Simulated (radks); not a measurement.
Q: The mean radii <r> (bohr) of the occupied orbitals of an atom or ion are listed with their occupations. Method: Dirac Kohn-Sham, LB94 model potential, spin-unpolarised, spherical densities, finite nucleus; Fermi nuclear charge, rms radius of each element as measured or else 0.836 A^(1/3) + 0.57 fm; computed with a radial shooting solver on a logarithmic mesh with Libxc functionals.

| orbital | occ. | <r> |
|---|---|---|
| 1s1/2 | 2 | 0.02838 |
| 2s1/2 | 2 | 0.1219 |
| 2p1/2 | 2 | 0.1029 |
| 2p3/2 | 4 | 0.1084 |
| 3s1/2 | 2 | 0.3300 |
| 3p1/2 | 2 | 0.3203 |
| 3p3/2 | 4 | 0.3315 |
| 3d3/2 | 4 | 0.3023 |
| 3d5/2 | 6 | 0.3059 |
| 4s1/2 | 2 | 0.7907 |
| 4p1/2 | 2 | 0.8321 |
| 4p3/2 | 4 | 0.8624 |
| 4d3/2 | 4 | 1.015 |
| 4d5/2 | 6 | 1.028 |
| 5s1/2 | 2 | 2.033 |
| 5p1/2 | 1 | 2.360 |

Name the element and its charge. Open shells, if any, fill j = l - 1/2 first.

A: Z = 51, antimony, charge +2: Sb2+ in [Kr] 4d10 5s2 5p1. The 1s radius gives Z: for a bare nucleus <r> = (2 gamma + 1)/(2Z) with gamma = sqrt(1 - (Z/c)^2), 0.028 bohr for Z = 51, and screening makes it slightly larger (0.02838 here). The occupations add up to 49, and the charge is Z minus that.
